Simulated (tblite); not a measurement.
Parent: `[F:1][C:2]([F:3])=[C:4]([F:5])[CH2:6][SiH3:7]` with C2–C4–C6–Si7 108°, C3H5F3Si.

Computed geometry: GFN2-xTB, gas phase. One conformer each, not checked by frequencies here.

```
coordinate of the parent    value
                   F1–C2  1.335 Å
                   C2–F3  1.329 Å
                   C2=C4  1.327 Å
                   C4–F5  1.351 Å
                   C4–C6  1.477 Å
                  C6–Si7  1.926 Å
                F1–C2–F3   110.7°
                F1–C2–C4   122.7°
                F3–C2–C4   126.6°
                C2–C4–F5   118.0°
                C2–C4–C6   126.5°
                F5–C4–C6   115.5°
               C4–C6–Si7   110.9°
```

How does the shared frame change in `[O:1]=[CH:2][O:3][SiH2:4][CH2:5][C:6]([F:7])=[C:8]([F:9])[F:10]` with O1–C2–O3–Si4 0°, C2–O3–Si4–C5 179°, O3–Si4–C5–C6 -179°, Si4–C5–C6–F7 -63°, C4H5F3O2Si? Atoms pair as F1 = F9, C2 = C8, F3 = F10, C4 = C6, F5 = F7, C6 = C5, Si7 = Si4 (parent first).

```json
{"parent": "F1–C2", "relative": "F9–C8", "value in the relative": "1.333 Å", "change": "-0.002"}
{"parent": "C2–F3", "relative": "C8–F10", "value in the relative": "1.327 Å", "change": "-0.002"}
{"parent": "C2=C4", "relative": "C8=C6", "value in the relative": "1.326 Å", "change": "-0.001"}
{"parent": "C4–F5", "relative": "C6–F7", "value in the relative": "1.350 Å", "change": "-0.001"}
{"parent": "C4–C6", "relative": "C6–C5", "value in the relative": "1.477 Å", "change": "0.000"}
{"parent": "C6–Si7", "relative": "C5–Si4", "value in the relative": "1.913 Å", "change": "-0.013"}
{"parent": "F1–C2–F3", "relative": "F9–C8–F10", "value in the relative": "110.8°", "change": "+0.1"}
{"parent": "F1–C2–C4", "relative": "F9–C8–C6", "value in the relative": "122.7°", "change": "0.0"}
{"parent": "F3–C2–C4", "relative": "F10–C8–C6", "value in the relative": "126.5°", "change": "-0.1"}
{"parent": "C2–C4–F5", "relative": "C8–C6–F7", "value in the relative": "118.1°", "change": "+0.1"}
{"parent": "C2–C4–C6", "relative": "C8–C6–C5", "value in the relative": "126.4°", "change": "-0.1"}
{"parent": "F5–C4–C6", "relative": "F7–C6–C5", "value in the relative": "115.4°", "change": "-0.1"}
{"parent": "C4–C6–Si7", "relative": "C6–C5–Si4", "value in the relative": "110.0°", "change": "-0.9"}
```

Of the parent's bonds, C6–Si7 changes most (-0.013 Å). Bonds of the relative outside the shared frame: O1=C2 1.192, C2–O3 1.314, O3–Si4 1.669 Å. Point group C1 → C1.

How does the shared frame change in `[F:1][SiH2:2][CH2:3][C:4]([F:5])=[C:6]([F:7])[F:8]` with F1–Si2–C3–C4 -179°, Si2–C3–C4–F5 -69°, C3H4F4Si? Atoms pair as F1 = F7, C2 = C6, F3 = F8, C4 = C4, F5 = F5, C6 = C3, Si7 = Si2 (parent first).

| parent | relative | value in the relative | change |
| --- | --- | --- | --- |
| F1–C2 | F7–C6 | 1.333 Å | -0.002 |
| C2–F3 | C6–F8 | 1.328 Å | -0.001 |
| C2=C4 | C6=C4 | 1.327 Å | 0.000 |
| C4–F5 | C4–F5 | 1.350 Å | -0.001 |
| C4–C6 | C4–C3 | 1.479 Å | +0.002 |
| C6–Si7 | C3–Si2 | 1.918 Å | -0.008 |
| F1–C2–F3 | F7–C6–F8 | 110.8° | +0.1 |
| F1–C2–C4 | F7–C6–C4 | 122.6° | -0.1 |
| F3–C2–C4 | F8–C6–C4 | 126.6° | 0.0 |
| C2–C4–F5 | C6–C4–F5 | 118.3° | +0.3 |
| C2–C4–C6 | C6–C4–C3 | 126.2° | -0.3 |
| F5–C4–C6 | F5–C4–C3 | 115.5° | 0.0 |
| C4–C6–Si7 | C4–C3–Si2 | 112.2° | +1.3 |

Of the parent's bonds, C6–Si7 changes most (-0.008 Å). Bonds of the relative outside the shared frame: F1–Si2 1.608 Å. Point group C1 → C1.
